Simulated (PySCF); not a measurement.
arsine (H$_{3}$As), singlet, at a GFN2-xTB geometry; PBE/def2-SVP in PySCF.

The PySCF input:
```python
from pyscf import gto, scf, dft

mol = gto.Mole()
mol.atom = '''
    As   -0.00123121   -0.00060623    0.07288246
    H    -0.69200338   -0.98039395   -0.82183632
    H    -0.48849801    1.11140736   -0.80099893
    H     1.22113139   -0.11100767   -0.78228597
'''
mol.basis = 'def2-svp'
mol.verbose = 4
mol.build()

mf = dft.RKS(mol)
mf.xc = 'pbe'
mf.kernel()
```

Write the output that PySCF gives for this input, abridged.


```
PySCF version 2.14.0

[INPUT] verbose = 4
[INPUT] num. atoms = 4
[INPUT] num. electrons = 36
[INPUT] charge = 0
[INPUT] spin (= nelec alpha-beta = 2S) = 0
[INPUT] symmetry False subgroup None
[INPUT] Mole.unit = angstrom
[INPUT] Symbol           X                Y                Z      unit          X                Y                Z       unit  Magmom
[INPUT]  1 As    -0.001231210000  -0.000606230000   0.072882460000 AA   -0.002326649702  -0.001145608668   0.137727888685 Bohr   0.0
[INPUT]  2 H     -0.692003380000  -0.980393950000  -0.821836320000 AA   -1.307696865473  -1.852676059681  -1.553045564020 Bohr   0.0
[INPUT]  3 H     -0.488498010000   1.111407360000  -0.800998930000 AA   -0.923127451295   2.100255523226  -1.513668603770 Bohr   0.0
[INPUT]  4 H      1.221131390000  -0.111007670000  -0.782285970000 AA    2.307603889209  -0.209774094026  -1.478306234390 Bohr   0.0

nuclear repulsion = 35.7770999875688
number of shells = 21
number of NR pGTOs = 95
number of NR cGTOs = 47
basis = def2-svp
ecp = {}

******** <class 'pyscf.dft.rks.RKS'> ********
method = RKS
initial guess = minao
damping factor = 0
level_shift factor = 0
DIIS = <class 'pyscf.scf.diis.CDIIS'>
diis_start_cycle = 1
diis_space = 8
diis_damp = 0
SCF conv_tol = 1e-09
SCF conv_tol_grad = None
SCF max_cycles = 50
direct_scf = True
direct_scf_tol = 1e-13
XC library pyscf.dft.libxc version 7.1.2
    S. Lehtola, C. Steigemann, M. J. T. Oliveira, and M. A. L. Marques,  SoftwareX 7, 1–5 (2018)
XC functionals = pbe
    J. P. Perdew, K. Burke, and M. Ernzerhof,  Phys. Rev. Lett. 77, 3865 (1996)
    J. P. Perdew, K. Burke, and M. Ernzerhof,  Phys. Rev. Lett. 78, 1396 (1997)
    J. P. Perdew, K. Burke, and M. Ernzerhof,  Phys. Rev. Lett. 77, 3865 (1996)
    J. P. Perdew, K. Burke, and M. Ernzerhof,  Phys. Rev. Lett. 78, 1396 (1997)
radial grids:
    Treutler-Ahlrichs [JCP 102, 346 (1995); DOI:10.1063/1.469408] (M4) radial grids

becke partition: Becke, JCP 88, 2547 (1988); DOI:10.1063/1.454033
pruning grids: <function nwchem_prune>
grids dens level: 3
symmetrized grids: False
atomic radii adjust function: <function treutler_atomic_radii_adjust>
small_rho_cutoff = 0
Set gradient conv threshold to 3.16228e-05
Initial guess from minao.
tot grids = 49848
init E= -2236.19504873773
  HOMO = -0.299729515128659  LUMO = -0.036139206362574  gap/eV = 7.17266
cycle= 1 E= -2237.02826511344  delta_E= -0.833  |g|= 0.235  |ddm|= 1.66
  HOMO = -0.230379976087237  LUMO = 0.0144475253760468  gap/eV = 6.66210
cycle= 2 E= -2237.03251622327  delta_E= -0.00425  |g|= 0.176  |ddm|= 0.477
  HOMO = -0.245712649053662  LUMO = 0.00399501656601359  gap/eV = 6.79489
cycle= 3 E= -2237.03567560215  delta_E= -0.00316  |g|= 0.0107  |ddm|= 0.14
  HOMO = -0.248124223962712  LUMO = 0.00187628731568673  gap/eV = 6.80286
cycle= 4 E= -2237.035710248  delta_E= -3.46e-05  |g|= 0.00244  |ddm|= 0.0231
  HOMO = -0.24821670767364  LUMO = 0.001899001549151  gap/eV = 6.80600
cycle= 5 E= -2237.03571195148  delta_E= -1.7e-06  |g|= 9.78e-05  |ddm|= 0.00291
  HOMO = -0.248222749742359  LUMO = 0.00189827471860451  gap/eV = 6.80614
cycle= 6 E= -2237.03571195334  delta_E= -1.86e-09  |g|= 4.85e-05  |ddm|= 0.00019
  HOMO = -0.248215562354056  LUMO = 0.00190161386448155  gap/eV = 6.80604
cycle= 7 E= -2237.03571195416  delta_E= -8.18e-10  |g|= 6.43e-06  |ddm|= 9.82e-05
  HOMO = -0.248217143781437  LUMO = 0.00190050345093254  gap/eV = 6.80605
Extra cycle  E= -2237.03571195414  delta_E= 1.36e-11  |g|= 9.18e-06  |ddm|= 2.13e-05
converged SCF energy = -2237.03571195414
```
